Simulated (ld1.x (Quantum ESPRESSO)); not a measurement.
## Which change was made? (Zr, TM semilocal)

ld1.x (Quantum ESPRESSO) 7.5 input, shortened:

```
&input
   title='Zr', zed=40., rel=1, dft='PBE', iswitch=3,
   config='[Kr] 4d1 5s0 5p0'
 /
 &inputp
   pseudotype=1, tm=.true., lloc=0,
   nlcc=.true., rcore=0.70
 /
3
4P  2  1   6.00   0.00  1.30  1.30  0.0
4D  3  2   1.00   0.00  2.10  2.10  0.0
5S  1  0   0.00   0.00  2.10  2.10  0.0
 &test
   configts(1)='4p6 4d1 5s0 5p0'
 /
```

Cutoffs, loose and tight: the cutoffs (Ry, on a coarse ladder) from which the occupation-weighted sum of valence levels, in a spherical-Bessel basis at the reference potential, stays within 10 and 1 mRy of its value at 400 Ry. They do not see the model core or the augmentation charge, which bear on the density cutoff. Test errors are all-electron minus pseudo excitation energies from the reference, over the configurations 4p6 4d2 5s2 5p0; 4p6 4d2 5s1 5p0; 4p6 4d2 5s0 5p0; 4p6 4d3 5s0 5p0; 4p6 4d2 5s0 5p2; 4p6 4d2.5 5s1.5 5p0; 4p6 4d2 5s1.5 5p0; variants that change the core or the reference have their own tests. The largest error is taken over the tests solved by every variant that gives reliable tests at all, those not shown here included: 4p6 4d2 5s0 5p0; 4p6 4d2 5s0 5p2; 4p6 4d3 5s0 5p0.

The base gives: outcome: generated; cutoff, loose: 60 Ry; cutoff, tight: 110 Ry; bound ghosts: none; largest test error (meV): -51.

(1) After one change the result is: outcome: generated; cutoff, loose: 45 Ry; cutoff, tight: 80 Ry; bound ghosts: none; largest test error (meV): -41. Which change was it?
A. all radii but the core radius scaled by about 1.11 (s 2.32, p 1.44, d 2.32 bohr)
B. all radii but the core radius scaled by about 1.40 (s 2.94, p 1.82, d 2.94 bohr)
C. all radii but the core radius scaled by about 0.88 (s 1.84, p 1.14, d 1.84 bohr)
D. all radii but the core radius scaled by about 1.27 (s 2.66, p 1.64, d 2.66 bohr)

## Answers

(1) D. The others give: all radii but the core radius scaled by about 1.40 (s 2.94, p 1.82, d 2.94 bohr) → outcome: generated; cutoff, loose: 35 Ry; cutoff, tight: 45 Ry; bound ghosts: none; largest test error (meV): +89 | all radii but the core radius scaled by about 1.11 (s 2.32, p 1.44, d 2.32 bohr) → outcome: generated; cutoff, loose: 50 Ry; cutoff, tight: 100 Ry; bound ghosts: none; largest test error (meV): -51 | all radii but the core radius scaled by about 0.88 (s 1.84, p 1.14, d 1.84 bohr) → outcome: generated; cutoff, loose: 80 Ry; cutoff, tight: 160 Ry; bound ghosts: s (extra level of the local part); largest test error (meV): -51.
